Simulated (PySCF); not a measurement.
Radial density of B (boron, neutral)

UHF, [He] 2s1 2p1 3s1, high-spin 4P determinant (an excited configuration). Calculation: PySCF 2.14, in aug-cc-pV5Z (7s6p5d4f3g2h, 127 functions); no relativity, point nucleus.

| r (bohr) | 4πr²ρ (e/bohr) | 4πr²(ρα − ρβ) |
| --- | --- | --- |
| 0.00490 | 0.02045 | 0.0006 |
| 0.00825 | 0.05597 | 0.0017 |
| 0.0139 | 0.1497 | 0.0046 |
| 0.0233 | 0.3854 | 0.0118 |
| 0.0393 | 0.9309 | 0.0282 |
| 0.0660 | 2.021 | 0.0600 |
| 0.111 | 3.680 | 0.1043 |
| 0.187 | 5.013 | 0.1262 |
| 0.314 | 4.263 | 0.0871 |
| 0.529 | 1.818 | 0.1587 |
| 0.889 | 0.9139 | 0.7268 |
| 1.50 | 1.164 | 1.1618 |
| 2.52 | 0.4921 | 0.4921 |
| 4.23 | 0.1881 | 0.1881 |
| 7.12 | 0.1629 | 0.1629 |
| 12.0 | 0.004256 | 0.0043 |

The outer electron is Rydberg-like, and this basis confines it to a smaller radius and binds it less than a complete one would.
